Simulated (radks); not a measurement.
Neutral thallium inside a hard spherical wall (all orbitals vanish at R), configuration held at [Hg] 6p1 and not refilled when levels cross. Method: scalar-relativistic Kohn-Sham, LDA (Slater exchange, Perdew-Wang correlation), spin-unpolarised, spherical densities, finite nucleus; Fermi nuclear charge, rms radius 5.4759 fm; computed with a radial shooting solver on a logarithmic mesh with Libxc functionals. Eigenvalues in eV, with the zero of energy where the potential of the charges vanishes at infinity; a dash marks a level that is unbound or too diffuse for the functional's potential to be trusted. A positive occupied level is held by the wall or, in an anion where self-interaction has pushed it up, behind a barrier. The pressure on the wall is -dE/dV.

R (bohr)  E (hartree)  kinetic (hartree)    e(5p)    e(5d)   e(6s)   e(6p)  e(7s, empty)  e(6d, empty)  pressure (GPa)
free      -20229.7402          22764.367  -76.270  -15.629  -9.821  -2.577        -0.447             -               0
15        -20229.7402          22764.367  -76.266  -15.626  -9.818  -2.574        -0.320         0.959        0.000158
5         -20229.6072          22765.042  -73.638  -13.108  -7.424   1.395        16.725        12.963            14.6
3         -20227.4558          22774.435  -59.974   -0.140  11.246  28.580        95.341        58.879            1040
2.5       -20223.8959          22788.695  -47.254   13.213  34.942  59.974        170.52        102.39            4410
2         -20212.2547          22832.247  -19.795   45.225  99.632  139.64        339.89        200.61           24400
1.5       -20164.1382          22994.517   58.686   141.64  310.87  379.23        797.77        467.58          201000
